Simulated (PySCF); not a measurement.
C₂H₈N, SMILES C[NH2+]C, charge +1. The structure is a stationary point at PBE0-D3(BJ)/def2-SVP. The isomer is the one that the SMILES or the coordinates give; other isomers of the formula were not compared.

Computed equilibrium geometry at PBE0-D3(BJ)/def2-SVP (PySCF confirms it by a frequency run) as a Z-matrix, and its point group:
point group C2v.
```
N
H 1 1.0284
H 1 1.0284 2 104.94
C 1 1.4884 2 109.19 3 -116.95
H 4 1.0969 1 108.76 2 177.30
H 4 1.0969 5 109.87 1 -118.93
H 4 1.0969 5 110.10 6 -121.41
C 1 1.4884 2 109.19 3 116.95
H 8 1.0969 1 108.76 2 63.08
H 8 1.0969 9 109.87 1 -118.93
H 8 1.0969 9 110.10 10 -121.41
```
Charge +1, spin multiplicity 1.
